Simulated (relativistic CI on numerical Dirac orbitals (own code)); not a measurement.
# d6 in a ligand field

Computed with a parametric ligand-field model of a d^n configuration (Racah B and C, spin-orbit zeta, crystal field), exact diagonalisation.

Field parameters in Wybourne normalisation: Oh B⁴₀ = 21Dq, B⁴₄ = √(5/14) B⁴₀. The field is a parameter set, without covalency.

Ground term and bands for B = 660, C = 3410, ζ = 0 cm⁻¹, Oh, 10Dq = 17950 cm⁻¹?

Ground term 1A1 with 0.06 electrons in the two orbitals of the cubic e set. Spin-allowed: 1T1 15875 cm⁻¹ (630 nm), 1T2 24058 cm⁻¹ (416 nm), 1T2 33087 cm⁻¹ (302 nm), 1E 33567 cm⁻¹ (298 nm). Lowest spin-forbidden: 5T2 7401 cm⁻¹ (1351 nm), 3T1 8599 cm⁻¹ (1163 nm), 3T2 12604 cm⁻¹ (793 nm).

A d6 ion in Oh symmetry has the ground term 1A1 and bands at 3T1 28807 cm⁻¹ (347 nm), 3T2 34037 cm⁻¹ (294 nm), 1T1 35559 cm⁻¹ (281 nm), 1T2 46086 cm⁻¹ (217 nm), 5T2 47780 cm⁻¹ (209 nm), 1T2 72429 cm⁻¹ (138 nm), 1E 72952 cm⁻¹ (137 nm). Which parameters reproduce them?

B = 740, C = 3200, ζ = 0 cm⁻¹, Oh, 10Dq = 37900 cm⁻¹.

A d6 ion in Oh symmetry has the ground term 1A1 and bands at 3T1 24746 cm⁻¹ (404 nm), 3T2 28621 cm⁻¹ (349 nm), 1T1 30119 cm⁻¹ (332 nm), 1T2 37919 cm⁻¹ (264 nm), 5T2 41788 cm⁻¹ (239 nm), 1T2 61185 cm⁻¹ (163 nm), 1E 61748 cm⁻¹ (162 nm). Which parameters reproduce them?

B = 540, C = 2570, ζ = 0 cm⁻¹, Oh, 10Dq = 32050 cm⁻¹.

Ground term and bands for B = 720, C = 3740, ζ = 0 cm⁻¹, Oh, 10Dq = 12500 cm⁻¹?

Ground term 5T2 with 2.00 electrons in the two orbitals of the cubic e set. Spin-allowed: 5E 12500 cm⁻¹ (800 nm). Lowest spin-forbidden: 1A1 5674 cm⁻¹ (1762 nm), 3T1 8116 cm⁻¹ (1232 nm), 3T2 11790 cm⁻¹ (848 nm).

Ground term and bands for B = 840, C = 3340, ζ = 0 cm⁻¹, Oh, 10Dq = 26950 cm⁻¹?

Ground term 1A1 with 0.04 electrons in the two orbitals of the cubic e set. Spin-allowed: 1T1 24773 cm⁻¹ (404 nm), 1T2 35818 cm⁻¹ (279 nm), 1T2 51142 cm⁻¹ (196 nm), 1E 51312 cm⁻¹ (195 nm). Lowest spin-forbidden: 3T1 17559 cm⁻¹ (570 nm), 3T2 23027 cm⁻¹ (434 nm), 5T2 24751 cm⁻¹ (404 nm).
